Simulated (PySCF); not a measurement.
Input of a response calculation (the driver script's job line, then coordinates in Å):

```
{"job": {"kind": "uv", "xc": "wB97X-D", "basis": "def2-SVPD", "nstates": 8, "ntriplets": 3}, "charge": 0, "multiplicity": 1}
Br     2.215134    -0.362417    -0.893835
C      0.742079    -0.020800     0.304393
C     -0.563812    -0.698317     0.054232
C     -0.420046     0.774397    -0.190466
H      1.102647     0.110718     1.313895
H     -1.129329    -1.035128     0.910373
H     -0.644185    -1.348965    -0.803430
H     -0.885665     1.468583     0.493499
H     -0.403261     1.117922    -1.213840
```

Output (SCF cycles cut):

```
converged SCF energy = -2691.0813903605

Static polarisability (au): isotropic 55.967, principal 48.250 51.308 68.343

Singlet excitations
state   eV       nm        f      main configurations
  1   5.9067    209.9   0.00044   H->L 0.93
  2   6.2650    197.9   0.00153   H-1->L 0.93
  3   7.7282    160.4   0.07182   H->L+1 0.79, H->L+4 0.14
  4   8.0493    154.0   0.05184   H-1->L+1 0.52, H-2->L 0.22, H-1->L+4 0.16
  5   8.1181    152.7   0.01658   H->L+2 0.79
  6   8.1393    152.3   0.11210   H-2->L 0.55, H-1->L+1 0.22
  7   8.4347    147.0   0.01112   H->L+3 0.67, H-1->L+2 0.23
  8   8.4726    146.3   0.00121   H-3->L 0.75, H->L+2 0.10

Triplet excitations (Tamm-Dancoff, eV): 5.3039 5.6538 7.4179
```

Theory: TDDFT wB97X-D/def2-SVPD, vertical, gas phase, core orbitals frozen in the response (PySCF 2.14.0, density-fitted response routines). Isolated species at its GFN2-xTB geometry, gas phase. Relativistic effects, spin–orbit coupling among them, are left out although an element past zinc is present.

(1) Give the mean polarisability in Å³.

(2) What is the total energy of state 4 at this geometry?

(3) Give the energy of state 4 in hartree, cm⁻¹ and kJ/mol.

(4) How many basis functions and electrons does this run hold?

(5) What transition dipole goes with state 6?

(6) Which species is it?

Results:

(1) 55.97 au × 0.148185 = 8.29 Å³.

(2) -2691.08139 + 0.29581 = -2690.78558 hartree.

(3) 0.29581 hartree, 64922 cm⁻¹, 776.6 kJ/mol.

(4) 141 basis functions for 58 electrons in 29 doubly occupied orbitals.

(5) |μ|² = 3f / (2ΔE) = 3 × 0.1121 / (2 × 0.2991) = 0.562 au, so |μ| = 1.91 D.

(6) `BrC1CC1` (C3H5Br), point group Cs.

H and L stand for HOMO and LUMO.

wB97X-D is run here without its empirical dispersion term; that term would change no orbital, density or response property at a fixed geometry.
